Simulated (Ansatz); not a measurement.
System: CH3ClOSi, charge 0, singlet. CH3ClOSi (chlorosilylformaldehyde, SMILES O=C[SiH2]Cl).
B3LYP-D3(BJ)/def2-TZVP minimum from Ansatz (an electronic-structure program):
```
Si
H 1 1.4749
H 1 1.4749 2 111.24
C 1 1.9266 2 108.86 3 -119.95
O 4 1.2076 1 119.11 2 60.71
H 4 1.1135 5 120.41 1 180.00
Cl 1 2.0646 2 109.43 3 121.05
```
Charge 0, spin multiplicity 1.

Total energies in cc-pV(D+d)Z, 24 correlated electrons, 12 frozen orbitals. UHF or UKS for unpaired electrons; spin-orbit terms are left out. Cores are frozen in correlated methods. No relativity.

```tsv
method	program	energy (Eh)	minus CCSDT(Q) (mEh)
HF	Ansatz	-862.95252	602.63
MP2	Ansatz	-863.49424	60.91
CCSD	Ansatz	-863.53512	20.03
CCSD(T)	Ansatz	-863.55237	2.78
CCSDT(Q)	Ansatz	-863.55516	0.00
```

Rough core times of Ansatz's runs on a shared machine: CCSD(T) under 20 s, CCSDT(Q) 10 min.
